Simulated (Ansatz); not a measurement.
**Reading a saddle point**

A first-order saddle point of SiNH4Cl3O, singlet, PBE0-D4/def2-TZVP, with one imaginary mode of 1150i cm⁻¹:

```xyz
10
angstrom
Si -0.3677 0.4003 -0.4774
O -0.5916 -1.4200 0.0824
Cl 0.2111 -0.2877 -2.3465
Cl -2.3387 0.7688 -0.0592
Cl 0.2064 2.4169 -0.8233
H 0.3064 -1.0434 0.7680
N 0.7746 0.1614 0.9432
H -0.4238 -2.0873 -0.5888
H 0.4915 0.6746 1.7711
H 1.7319 0.4166 0.7307
```

Computed with Ansatz 0.2.0 (basis: def2-TZVPP and def2-QZVPP); correlated methods freeze the cores. Extrapolation: Hartree–Fock as exp(−7.88 √X), correlation as X^−2.97.

Question: Which contacts change along the imaginary mode, and what lies on either side? (Judge from chemistry; the calculation decides.)

Answer: The calculation gives: The step is SiHCl₃O ([OH][Si]([Cl])([Cl])[Cl]) + NH₃ → SiNH₂Cl₃ ([NH2][Si]([Cl])([Cl])[Cl]) + H₂O, with the molecules in contact on both sides. Shortening one way: Si1–N7, O2–H6; lengthening the same way: Si1–O2, H6–N7.
```csv
pair,one side (Å),saddle (Å),other side (Å)
Si1–N7,2.04,1.84,1.70
O2–H6,2.54,1.19,0.97
Si1–O2,1.65,1.92,3.91
H6–N7,1.02,1.30,2.10
```

Question: Which side is lower, and how far does the saddle lie above each? (To be estimated.)

Answer: Computed: The side with Si1–O2, H6–N7 short is lower by 57.0 kJ/mol; the saddle lies 158.6 kJ/mol above it and 101.6 kJ/mol above the other (CCSD(T) at an estimated basis limit (MP2 extrapolated from triple and quadruple zeta, plus CCSD(T) − MP2 in triple zeta); electronic energies).

The T1 diagnostic stays at or below 0.010.

Labels in which every atom is bracketed show which atoms are joined, not bond orders.

For scale, one of the runs: CCSD(T)/def2-TZVPP, 286 basis functions, launched by `ansatz run in.yaml --threads 8 --pin off --events-out ev --progress --plain --max-ram 19148MiB`. Hardware: 8 CPU threads of an Arm Neoverse V2, shared host. Wall time 2.9 min; peak host memory 8.2 GiB.
